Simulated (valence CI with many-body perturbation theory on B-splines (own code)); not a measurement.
# Missing levels of Cs XXIV

Method: valence CI with perturbative core correlation (CI+MBPT): four valence electrons over a frozen Dirac-Fock core [Ar] 3d10, radial functions for each j: 11 s, 11 p, 9 d, 7 f, 5 g, 2 h, 1 i, with the one-electron correlation potential Σ1 (screened to all orders), the two-electron term Σ2, the three-electron term Σ3, Breit, model QED; selected single and double excitations, second order for the rest (own B-spline code, finite nucleus).

No measured levels were compared; by estimate levels hold to about 250 cm⁻¹ or 0.2 % of their energy and the worst to 1 %, as in measured heavy ions of charge 2 to 7; those with d or f electrons hold less well.

```csv
Level,E (cm⁻¹)
(4s^2 4p1/2^2) J=0,0
(4s^2 4p1/2 4p3/2) J=1,127900
(4s^2 4p1/2 4p3/2) J=2,148490
(4s^2 4p3/2^2) J=2,?
(4s^2 4p3/2^2) J=0,?
(4s 4p1/2^2 4p3/2) J=2,537760
(4s 4p1/2^2 4p3/2) J=1,612500
(4s 4p1/2 4p3/2^2) J=2 [a],664750
(4s 4p1/2 4p3/2^2) J=3,700830
(4s 4p1/2 4p3/2^2) J=0,743610
(4s 4p1/2 4p3/2^2) J=1 [a],760220
(4s 4p1/2 4p3/2^2) J=2 [b],?
(4s 4p1/2 4p3/2^2) J=1 [b],807050
(4s^2 4p1/2 4d3/2) J=2,853820
(4s 4p3/2^3) J=2,?
(4s^2 4p1/2 4d5/2) J=3,914080
(4s^2 4p1/2 4d5/2) J=2,?
(4s^2 4p1/2 4d3/2) J=1,?
(4s 4p3/2^3) J=1,963320
(4s^2 4p3/2 4d5/2) J=4,1026700
```

Levels are named by their leading jj configuration (3d3/2^4 stands for four electrons in 3d with j = 3/2), which in mixed levels can hold well under half, so a name can repeat and another be missing. Letters in brackets count levels of one name in rising energy.

(1) The levels stand in rising order. What does the calculation give for the missing energies?

## Answers

(1) (4s^2 4p3/2^2) J=2 292160; (4s^2 4p3/2^2) J=0 340760; (4s 4p1/2 4p3/2^2) J=2 [b] 763540; (4s 4p3/2^3) J=2 884470; (4s^2 4p1/2 4d5/2) J=2 936170; (4s^2 4p1/2 4d3/2) J=1 936650.
